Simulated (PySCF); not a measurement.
**How methods differ on the excitation energy of Ga**

Ga [Ar] 3d10 4s2 4p1 (2P) → Ga [Ar] 3d10 4s1 4p2, s spin flipped, as a difference of total energies. Calculation: PySCF 2.14, in x2c-TZVPPall (6s5p4d1f, 48 functions); the spin-free X2C one-electron Hamiltonian (Gaussian nucleus). Correlated levels: valence: [Ar] 3d10 frozen. The calculations carry no spin-orbit coupling.

```json
{"method": "UHF", "excitation energy (cm⁻¹)": "55624"}
{"method": "MP2 (valence)", "excitation energy (cm⁻¹)": "52988"}
{"method": "SCS-MP2 (valence)", "excitation energy (cm⁻¹)": "52859"}
```

The upper determinant mixes two multiplicities, so it lies between the two terms.

The upper state lies above the first ionisation limit, where it may autoionise and the basis confines it.

The coupled-cluster amplitudes are large for the upper state (T1 above 0.03 or a double amplitude above 0.15), so a single reference is strained.
